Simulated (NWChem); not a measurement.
System: trimethylsulfonium (C$_{3}$H$_{9}$S cation); SMILES C[S+](C)C

Here is an NWChem input.

```
start job
memory heap 200 mb stack 900 mb global 1100 mb
charge 1
geometry units angstroms noautosym nocenter noautoz
  C      0.447669    -1.581712     0.291168
  S      0.000000     0.000000    -0.498677
  C      1.145968     1.178549     0.291168
  C     -1.593637     0.403163     0.291168
  H      0.421569    -1.488976     1.379415
  H      1.449480    -1.846951    -0.055381
  H     -0.266587    -2.332632    -0.055234
  H      1.078706     1.109578     1.379415
  H      0.874766     2.178762    -0.055381
  H      2.153412     0.935445    -0.055234
  H     -1.500275     0.379398     1.379415
  H     -1.886825     1.397187    -0.055234
  H     -2.324246    -0.331811    -0.055381
end
basis spherical
  * library 3-21g
end
dft
  xc hfexch
  iterations 150
end
tddft
  cis
  nroots 6
  notriplet
end
task tddft energy
```

Output (shortened):

```
             Northwest Computational Chemistry Package (NWChem) 7.3.0
             --------------------------------------------------------

                             Geometry "geometry" -> ""
                             -------------------------

 Output coordinates in angstroms (scale by  1.889725989 to convert to a.u.)

  No.       Tag          Charge          X              Y              Z
 ---- ---------------- ---------- -------------- -------------- --------------
    1 C                    6.0000     0.44766900    -1.58171200     0.29116800
    2 S                   16.0000     0.00000000     0.00000000    -0.49867700
    3 C                    6.0000     1.14596800     1.17854900     0.29116800
    4 C                    6.0000    -1.59363700     0.40316300     0.29116800
    5 H                    1.0000     0.42156900    -1.48897600     1.37941500
    6 H                    1.0000     1.44948000    -1.84695100    -0.05538100
    7 H                    1.0000    -0.26658700    -2.33263200    -0.05523400
    8 H                    1.0000     1.07870600     1.10957800     1.37941500
    9 H                    1.0000     0.87476600     2.17876200    -0.05538100
   10 H                    1.0000     2.15341200     0.93544500    -0.05523400
   11 H                    1.0000    -1.50027500     0.37939800     1.37941500
   12 H                    1.0000    -1.88682500     1.39718700    -0.05523400
   13 H                    1.0000    -2.32424600    -0.33181100    -0.05538100

 Effective nuclear repulsion energy (a.u.)     185.8219750457

  xc_inp: hfexch multiplicative factor not found.

                                 NWChem DFT Module
                                 -----------------

 Summary of "ao basis" -> "ao basis" (spherical)
 ------------------------------------------------------------------------------
       Tag                 Description            Shells   Functions and Types
 ---------------- ------------------------------  ------  ---------------------
 C                           3-21g                   5        9   3s2p
 S                           3-21g                   7       13   4s3p
 H                           3-21g                   2        2   2s

            General Information
            -------------------
          SCF calculation type: DFT
          Wavefunction type:  closed shell.
          No. of atoms     :    13
          No. of electrons :    42
           Alpha electrons :    21
            Beta electrons :    21
          Charge           :     1
          Spin multiplicity:     1
          Use of symmetry is: off; symmetry adaption is: off
          Maximum number of iterations: 150
          AO basis - number of functions:    58
                     number of shells:    40
          Convergence on energy requested:  1.00D-06
          Convergence on density requested:  1.00D-05
          Convergence on gradient requested:  5.00D-04

              XC Information
              --------------
                     Hartree-Fock (Exact) Exchange  1.000

      Superposition of Atomic Density Guess
      -------------------------------------

 Sum of atomic energies:        -512.39301980

 Renormalizing density from      43.00 to     42

      Non-variational initial energy
      ------------------------------

 Total energy =    -506.973150
 1-e energy   =   -1046.672257
 2-e energy   =     353.877132
 HOMO         =      -0.637514
 LUMO         =      -0.197610

   convergence    iter        energy       DeltaE   RMS-Dens  Diis-err
 ---------------- ----- ----------------- --------- --------- ---------
 d= 0,ls=0.0,diis     1   -513.4319259848 -6.99D+02  1.06D-02  4.52D-01
 d= 0,ls=0.0,diis     2   -513.4797853375 -4.79D-02  2.78D-03  2.46D-02
 d= 0,ls=0.0,diis     3   -513.4835082871 -3.72D-03  7.36D-04  1.10D-03
 d= 0,ls=0.0,diis     4   -513.4837203382 -2.12D-04  1.51D-04  1.89D-05
 d= 0,ls=0.0,diis     5   -513.4837266134 -6.28D-06  3.33D-05  2.04D-06
 d= 0,ls=0.0,diis     6   -513.4837270589 -4.45D-07  1.35D-05  1.03D-07
 d= 0,ls=0.0,diis     7   -513.4837271022 -4.33D-08  2.84D-06  3.41D-09

[...]

                                NWChem TDDFT Module
                                -------------------

            General Information
            -------------------
           No. of orbitals :     116
            Alpha orbitals :      58
             Beta orbitals :      58
        Alpha frozen cores :       0
         Beta frozen cores :       0
     Alpha frozen virtuals :       0
      Beta frozen virtuals :       0
         Spin multiplicity :       1
    Number of AO functions :      58
        Use of symmetry is : off
      Symmetry adaption is : off
         Schwarz screening :  0.10D-07

              XC Information
              --------------
              Hartree-Fock (Exact) Exchange   1.00

             TDDFT Information
             -----------------
          Calculation type : CIS
         Wavefunction type : Restricted singlets
          No. of electrons :      42
           Alpha electrons :      21
            Beta electrons :      21
              No. of roots :       6
          Max subspacesize :    5200
            Max iterations :     100
               Target root :       1
           Target symmetry : none
      Symmetry restriction : off
                 Algorithm : Optimal
        Davidson threshold :  0.10D-03

    6 smallest eigenvalue differences (eV)
--------------------------------------------------------
  No. Spin  Occ  Vir  Irrep   E(Occ)    E(Vir)   E(Diff)
--------------------------------------------------------
    1    1   21   22 a        -0.637    -0.007    17.142
    2    1   21   23 a        -0.637    -0.007    17.142
    3    1   21   24 a        -0.637     0.034    18.246
    4    1   21   25 a        -0.637     0.063    19.060
    5    1   20   22 a        -0.709    -0.007    19.105
    6    1   19   22 a        -0.709    -0.007    19.105
--------------------------------------------------------

  Entering Davidson iterations
  Restricted singlet excited states

  Iter   NTrls   NConv    DeltaV     DeltaE      Time
  ----  ------  ------  ---------  ---------  ---------
    1      6       0     0.12E+00   0.10+100        0.5
    2     12       0     0.51E-01   0.26E-01        0.5
    3     18       0     0.34E-01   0.79E-02        0.5
    4     24       0     0.12E+00   0.13E-01        0.5
    5     30       0     0.72E-01   0.16E-01        0.5
    6     36       0     0.59E-01   0.93E-02        0.5
    7     42       0     0.32E-01   0.47E-02        0.5
    8     48       2     0.21E-01   0.13E-02        0.5
    9     52       3     0.15E-01   0.49E-03        0.5
   10     55       3     0.78E-02   0.17E-03        0.5
   11     58       3     0.23E-02   0.30E-04        0.5
   12     61       4     0.74E-03   0.27E-05        0.5
   13     63       4     0.31E-03   0.43E-06        0.4
   14     65       5     0.10E-03   0.51E-07        0.4
   15     66       6     0.33E-04   0.47E-08        0.4
  ----  ------  ------  ---------  ---------  ---------
  Convergence criterion met

  Ground state a        -513.483727102218 a.u.

  ----------------------------------------------------------------------------
  Root   1 singlet a              0.359327854 a.u.                9.7778 eV
  ----------------------------------------------------------------------------
     Transition Moments    X  0.66276   Y  0.44706   Z -0.00000
     Dipole Oscillator Strength                    0.1531025330
     Electric Quadrupole                           0.0000002619
     Magnetic Dipole                               0.0000025403
     Total Oscillator Strength                     0.1531053352

     Occ.   17  a   ---  Virt.   24  a       -0.05417
     Occ.   17  a   ---  Virt.   26  a       -0.05996
     Occ.   19  a   ---  Virt.   23  a        0.10309
     Occ.   20  a   ---  Virt.   22  a       -0.10309
     Occ.   20  a   ---  Virt.   24  a       -0.06527
     Occ.   21  a   ---  Virt.   22  a        0.87806
     Occ.   21  a   ---  Virt.   23  a        0.39535
     Occ.   21  a   ---  Virt.   29  a       -0.05419
     Occ.   21  a   ---  Virt.   36  a       -0.05264
  ----------------------------------------------------------------------------
  Root   2 singlet a              0.359327862 a.u.                9.7778 eV
  ----------------------------------------------------------------------------
     Transition Moments    X -0.44707   Y  0.66278   Z  0.00000
     Dipole Oscillator Strength                    0.1531070340
     Electric Quadrupole                           0.0000002619
     Magnetic Dipole                               0.0000025405
     Total Oscillator Strength                     0.1531098364

     Occ.   16  a   ---  Virt.   24  a        0.05417
     Occ.   16  a   ---  Virt.   26  a        0.05997
     Occ.   19  a   ---  Virt.   22  a       -0.10309
     Occ.   19  a   ---  Virt.   24  a        0.06528
     Occ.   20  a   ---  Virt.   23  a       -0.10309
     Occ.   21  a   ---  Virt.   22  a        0.39535
     Occ.   21  a   ---  Virt.   23  a       -0.87806
     Occ.   21  a   ---  Virt.   30  a        0.05419
     Occ.   21  a   ---  Virt.   35  a        0.05265
  ----------------------------------------------------------------------------
  Root   3 singlet a              0.401207102 a.u.               10.9174 eV
  ----------------------------------------------------------------------------
     Transition Moments    X -0.00000   Y  0.00000   Z  0.26863
     Dipole Oscillator Strength                    0.0193011564
     Electric Quadrupole                           0.0000006856
     Magnetic Dipole                               0.0000000000
     Total Oscillator Strength                     0.0193018420

[...]
```

Level: Hartree-Fock/3-21G, CIS. STO-3G and 3-21G are far too small for this property and stand as cheap habits. Structure relaxed at the B3LYP/6-31G* (spherical d) level.
